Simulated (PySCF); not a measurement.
**Field gradients at the hydrogen positions**

Species: C4H9FSi3.
Geometry (GFN2-xTB, Å), atoms numbered from 1 in this order:
```xyz
17
C4H9FSi3 angstrom
F     -2.146   -2.379   -0.075
Si    -2.631   -0.866    0.236
C     -1.646   -0.116    1.688
Si    -0.696    1.069    0.502
C      1.089    0.626    0.329
C      2.252    0.305    0.218
Si     4.025   -0.194    0.050
C     -1.781    0.380   -0.933
H     -4.078   -0.979    0.289
H     -2.252    0.394    2.433
H     -1.020   -0.823    2.225
H     -0.840    2.502    0.781
H      4.135   -1.130   -1.072
H      4.440   -0.833    1.302
H      4.817    1.013   -0.203
H     -2.448    1.114   -1.376
H     -1.226   -0.071   -1.752
```

Level: PBE0/pcSseg-1 (PySCF, non-relativistic); Q(2H) = 0.00286 b; rigid geometry, the same for H and D, with no vibrational averaging.

Task: Rank these positions by the coupling χzz of a deuteron there, largest first.
A. H9 (Si–H hydrogen)
B. H16 (methylene hydrogen)
C. H15 (Si–H hydrogen)

Result: B (223 kHz), A (112 kHz), C (107 kHz).

Task: What are Vzz, η and χzz (234.96 MHz × Q × Vzz) at all hydrogens?

Result: 
| atom | bonded to | bond length (Å) | Vzz (au) | η | χzz (kHz) |
| --- | --- | --- | --- | --- | --- |
| H9 | Si2 | 1.453 | 0.1673 | 0.01 | 112 |
| H10 | C3 | 1.087 | 0.3316 | 0.02 | 223 |
| H11 | C3 | 1.087 | 0.3299 | 0.02 | 222 |
| H12 | Si4 | 1.467 | 0.1583 | 0.02 | 106 |
| H13 | Si7 | 1.465 | 0.1598 | 0.01 | 107 |
| H14 | Si7 | 1.466 | 0.1594 | 0.01 | 107 |
| H15 | Si7 | 1.466 | 0.1590 | 0.01 | 107 |
| H16 | C8 | 1.087 | 0.3320 | 0.02 | 223 |
| H17 | C8 | 1.087 | 0.3303 | 0.02 | 222 |

Task: Average by the element that carries the hydrogen.

Result: on Si: 108 kHz over 5 positions, mean bond length 1.463 Å; on C: 222 kHz over 4 positions, mean bond length 1.087 Å.

Task: Give the 2H NMR doublet splittings at H17 for a magnetic field along the z, y and x axes of the gradient: 3χ/2, 3χ(1 + η)/4, 3χ(1 − η)/4.

Result: With |χ| = 221.9 kHz and η = 0.023: 333, 170 and 163 kHz, to first order and without motion.

Geometry: GFN2-xTB; no solvent, vibrations or thermal averaging. GFN2-xTB bond lengths can be off by several hundredths of an ångström, more for odd bonds, and the gradients follow them. The basis is small and wasn't made for field gradients, so the couplings can be 20 % off.

These values come from a run that also computed NMR shieldings. Hardware: Arm Neoverse V1, one thread, shared host. Cost: 40 s, 0.91 GiB resident at most.
